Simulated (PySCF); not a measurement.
# AgF2: fields on a plane

These are results of PySCF, UPBE0, basis Ag def2-TZVP with ECP28, F def2-TZVP (scalar-relativistic core potentials, no spin–orbit coupling, density fitting), not measurements.

The doublet minimum has Ag–F 1.904 Å (×2); F–Ag–F 180.0°.

The plane holds Ag1 at (0.00, 0.00), F2 at (1.90, 0.00), F3 at (-1.90, 0.00) Å. Columns run from x = -4.05 to 4.35 Å, rows from y = 2.25 (top) to -1.95 Å, in steps of 0.3 Å. Other isomers or separated fragments may lie lower. Core electrons replaced by a potential are absent, the electrostatic potential uses the reduced nuclear charge, and values within about 0.7 Å of such atoms have no physical meaning.

Q: Give the electron density (e/Å³) (cut at 5 e/Å³). Lower edges of the bins (e/Å³): '_' 0.000, '.' 0.030, ':' 0.076, '-' 0.151, '=' 0.268, '+' 0.455, '*' 0.750, '#' 1.218, '%' 1.960, '@' 3.136; top 5.00, each point printed twice.

A: 
```
__________________________________________________________
__________________________________________________________
__________________________________________________________
____________..............::::..............______________
__________..::----::::::--====--::::::----::..____________
________..--++**++==--==**%%%%**==--==++**++--..__________
______..--++%%@@@@**++**@@@@@@@@**++**@@@@%%++--..________
______..--##@@@@@@%%**##@@@@@@@@##**%%@@@@@@##--..________
______..--##@@@@@@%%**##@@@@@@@@##**%%@@@@@@##--..________
______..--++%%@@@@**++**@@@@@@@@**++**@@@@%%++--..________
________..--++**++==--==**%%%%**==--==++**++--..__________
__________..::----::::::--====--::::::----::..____________
____________..............::::..............______________
__________________________________________________________
__________________________________________________________
```

Q: Give the spin density (e/Å³) (cut at ±0.5 e/Å³). Lower edges of the bins (e/Å³): '_' -0.013, '.' 0.039, ':' 0.090, '-' 0.141, '=' 0.192, '+' 0.244, '*' 0.295, '#' 0.346, '%' 0.397, '@' 0.449; top 0.50, each point printed twice.

A: 
```
__________________________________________________________
__________________________________________________________
__________________________________________________________
__________________________________________________________
__________________________....____________________________
__________________________::::____________________________
____________..__..________....________..__..______________
__________..##::@@::__==@@::::@@==__::@@::##..____________
__________..##::@@::__==@@::::@@==__::@@::##..____________
____________..__..________....________..__..______________
__________________________::::____________________________
__________________________....____________________________
__________________________________________________________
__________________________________________________________
__________________________________________________________
```

Open d and f shells are described by one determinant, and the ground state may have another occupation or spin.
